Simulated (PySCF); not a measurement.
Trends in electronic spectra. Method used: PySCF 2.14.0, density-fitted response routines, TDDFT B3LYP/def2-SVPD, vertical, gas phase, core orbitals frozen in the response. Geometries: GFN2-xTB; one conformer of each isolated species. Triplets are in the Tamm–Dancoff approximation. 'Strongest' means the level of largest summed f among the lowest 8 singlets; it needn't be the same kind of state in each. Ions are computed without counter-ions or solvent.

**Question.** Rank by computed HOMO energy, highest first.
A. `n1c(sc(C2CC2)n1)Cl`
B. `[SiH3]N1CCCN1`
C. `C(=O)c1cccpc1F`
D. `[Si+](C[C@H](F)C)(C)C`
E. `CCc1n[nH]c(C)n1`
F. `CN[SiH]1CNC1`
G. `Cc1nnc(C)n1C`

**Answer.** F (-5.94 eV), B (-6.35 eV), G (-6.58 eV), E (-7.01 eV), A (-7.28 eV), C (-7.44 eV), D (-13.44 eV).

```
              SMILES  HOMO (eV)  f (S1)  strongest (eV)  LUMO (eV)  T1 (eV)  first f ≥ 0.01 (nm)     S1 mainly
        CN[SiH]1CNC1      -5.94   0.000            6.55       0.21     5.23                  217     H→L (92%)
       [SiH3]N1CCCN1      -6.35   0.003            6.14       0.09     5.29                  204     H→L (98%)
        Cc1nnc(C)n1C      -6.58   0.000            6.60      -0.07     4.88                  190   H→L+1 (88%)
     CCc1n[nH]c(C)n1      -7.01   0.004            6.65       0.00     4.69                  186   H-1→L (99%)
    Clc1nnc(C2CC2)s1      -7.28   0.000            5.15      -1.63     3.74                  241  H-1→L (100%)
        O=Cc1cccpc1F      -7.44   0.000            5.68      -2.78     3.00                  307   H-1→L (91%)
C[C@@H](F)C[Si+](C)C     -13.44   0.021            7.63      -7.36     4.63                  248     H→L (92%)
```

H and L stand for HOMO and LUMO.

- `CN[SiH]1CNC1`: Löwdin shares by element: HOMO nitrogen 59% or more, carbon 20% or more, hydrogen 4% or more (atoms not listed hold the other 16%); LUMO silicon 22%, carbon 21% or more, hydrogen 8% or more, nitrogen 8% or more (atoms not listed hold the other 42%).
- `[SiH3]N1CCCN1`: Löwdin shares by element: HOMO nitrogen 65%, silicon 8%, carbon 6% or more (atoms not listed hold the other 22%); LUMO carbon 28%, silicon 20% (atoms not listed hold the other 52%).
- `Cc1nnc(C)n1C`: Löwdin shares by element: HOMO nitrogen 80% or more, carbon 16% or more; LUMO hydrogen 27% or more, carbon 25% or more (atoms not listed hold the other 48%).
- `CCc1n[nH]c(C)n1`: Löwdin shares by element: HOMO nitrogen 47% or more, carbon 33% or more (atoms not listed hold the other 20%); LUMO nitrogen 47%, carbon 22% or more (atoms not listed hold the other 31%).
- `Clc1nnc(C2CC2)s1`: Löwdin shares by element: HOMO nitrogen 32%, chlorine 16%, carbon 15% or more (atoms not listed hold the other 37%); LUMO carbon 39% or more, sulfur 22%, nitrogen 13% or more (atoms not listed hold the other 26%).
- `O=Cc1cccpc1F`: Löwdin shares by element: HOMO carbon 46% or more, phosphorus 30% (atoms not listed hold the other 24%); LUMO carbon 45% or more, oxygen 14% (atoms not listed hold the other 40%).
- `C[C@@H](F)C[Si+](C)C`: Löwdin shares by element: HOMO carbon 54% or more, silicon 12% (atoms not listed hold the other 33%); LUMO silicon 52%, carbon 31% or more (atoms not listed hold the other 17%).
